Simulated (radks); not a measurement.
Results of a calculation; reference values are marked as such.
All-electron atom: In I in [Kr] 4d9.5 5s2 5p1.5 (fractional occupations, a model configuration). Level of theory: scalar-relativistic Kohn-Sham, r2SCAN, spin-polarised, spherical densities, finite nucleus; open shells are filled with parallel spins first (spin-orbit coupling, left out, can overturn this in heavy ions); meta-GGA in the generalised Kohn-Sham scheme; Fermi nuclear charge, rms radius 4.6156 fm (a radial shooting solver on a logarithmic mesh with Libxc functionals).

Unscreened Slater integrals over Kohn-Sham orbitals (hartree). They are taken over the spin-up orbitals.

| integral | value |
|---|---|
| F0(5p,5p) | 0.26720 |
| F2(5p,5p) | 0.13962 |
| F0(5p,5s) | 0.30009 |
| G1(5p,5s) | 0.18760 |
| F0(5p,4d) | 0.34341 |
| F2(5p,4d) | 0.080589 |
| G1(5p,4d) | 0.028572 |
| G3(5p,4d) | 0.023842 |
| F0(5p,4p) | 0.34898 |
| F2(5p,4p) | 0.060955 |
| G0(5p,4p) | 0.010541 |
| G2(5p,4p) | 0.013256 |
| F0(5s,5s) | 0.35175 |
| F0(5s,4d) | 0.43692 |
| G2(5s,4d) | 0.058942 |
| F0(5s,4p) | 0.44831 |
| G1(5s,4p) | 0.025507 |
| F0(4d,4d) | 0.78197 |
| F2(4d,4d) | 0.39002 |
| F4(4d,4d) | 0.25572 |
| F0(4d,4p) | 0.86488 |
| F2(4d,4p) | 0.43091 |
| G1(4d,4p) | 0.54507 |
| G3(4d,4p) | 0.33450 |
| F0(4p,4p) | 0.97789 |
| F2(4p,4p) | 0.51383 |

Derived for the open shells (J is the average intra-shell exchange parameter used in DFT+U). 4d: Racah B = F2/49 - 5 F4/441 = 0.005060 hartree, C = 35 F4/441 = 0.02029 hartree, C/B = 4.01, F4/F2 = 0.656, J = (F2 + F4)/14 = 0.04612 hartree. 5p: J = F2/5 = 0.02792 hartree.
